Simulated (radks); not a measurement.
All-electron atom: the caesium ion Cs2+ in [Kr] 4d10 5s2 5p5 (the NIST ground configuration).

Calculated with a radial shooting solver on a logarithmic mesh with Libxc functionals: Dirac Kohn-Sham, LDA (Slater exchange, Perdew-Wang correlation), spin-unpolarised, spherical densities, finite nucleus; open shells fill j = l - 1/2 first; Fermi nuclear charge, rms radius 4.8041 fm.

Energy parts (hartree):
total: -7782.8763
kinetic: 8285.4997
electron-nucleus: -18898.5087
Hartree: 3016.1302
exchange-correlation: -185.9975

Orbitals (lengths in bohr, moments of r in powers of bohr; r(max) is where P^2 peaks):
| orbital | occ. | eigenvalue (hartree) | <r^4> | <r^2> | r(max) |
|---|---|---|---|---|---|
| 1s1/2 | 2 | -1313.686 | 2.252e-06 | 0.0009266 | 0.01680 |
| 2s1/2 | 2 | -206.5620 | 0.0003779 | 0.01480 | 0.09512 |
| 2p1/2 | 2 | -194.4691 | 0.0002395 | 0.01089 | 0.07271 |
| 2p3/2 | 4 | -181.5406 | 0.0002917 | 0.01217 | 0.07769 |
| 3s1/2 | 2 | -43.42269 | 0.01594 | 0.1024 | 0.2730 |
| 3p1/2 | 2 | -38.35883 | 0.01502 | 0.09707 | 0.2594 |
| 3p3/2 | 4 | -35.88238 | 0.01747 | 0.1049 | 0.2704 |
| 3d3/2 | 4 | -26.94624 | 0.01384 | 0.08721 | 0.2184 |
| 3d5/2 | 6 | -26.41985 | 0.01450 | 0.08947 | 0.2215 |
| 4s1/2 | 2 | -8.68792 | 0.4362 | 0.5456 | 0.6428 |
| 4p1/2 | 2 | -6.86931 | 0.5284 | 0.5914 | 0.6563 |
| 4p3/2 | 4 | -6.35939 | 0.6149 | 0.6379 | 0.6808 |
| 4d3/2 | 4 | -3.39628 | 1.073 | 0.8029 | 0.7159 |
| 4d5/2 | 6 | -3.31165 | 1.129 | 0.8231 | 0.7243 |
| 5s1/2 | 2 | -1.57200 | 15.64 | 3.256 | 1.527 |
| 5p1/2 | 2 | -1.10891 | 27.03 | 4.217 | 1.694 |
| 5p3/2 | 3 | -1.04065 | 31.75 | 4.573 | 1.765 |

The highest occupied level is 5p3/2 at -28.317 eV. Summed over all electrons, <r^2> = 43.45 bohr^2, which gives a Langevin (diamagnetic) susceptibility term of -34.4 x 10^-6 cm^3/mol. For comparison, the ionisation energy in NIST's Atomic Spectra Database is 33.195 eV (semi-empirical). In exact Kohn-Sham theory the highest level is minus the ionisation energy, but local and semilocal functionals leave it too shallow, through self-interaction and a potential that decays too fast; potentials with the right tail come closer. The density falls to 0.001 e/bohr^3 at r = 3.80 bohr.

Beside tabulated values, note that spin-unpolarised runs miss the spin-polarisation part of the exchange energy of open shells.
